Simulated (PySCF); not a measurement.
Vertical excitations of a molecule C₂H₇InO from TDDFT-PBE/def2-SVPD (PySCF), as energy in eV (oscillator strength): 4.42 (0.000), 4.99 (0.016), 5.26 (0.029), 5.33 (0.001), 5.46 (0.106), 5.96 (0.025), 6.18 (0.011), 6.37 (0.037), 6.43 (0.110), 6.52 (0.001). Lowest triplet (TDA): 4.18 eV. The structure is a stationary point at B3LYP-D3(BJ)/def2-SVP. The def2 effective core potentials stand for the cores of In; spin–orbit coupling is left out. One conformer was computed; it need not be the lowest.

### Question
Pick the molecule that these values belong to.
A) C[CH2][InH][OH]
B) C[O][InH][CH3]
C) CC[O][InH2]
D) [CH3][In]([CH3])[OH]

### Answer
A, C[CH2][InH][OH]
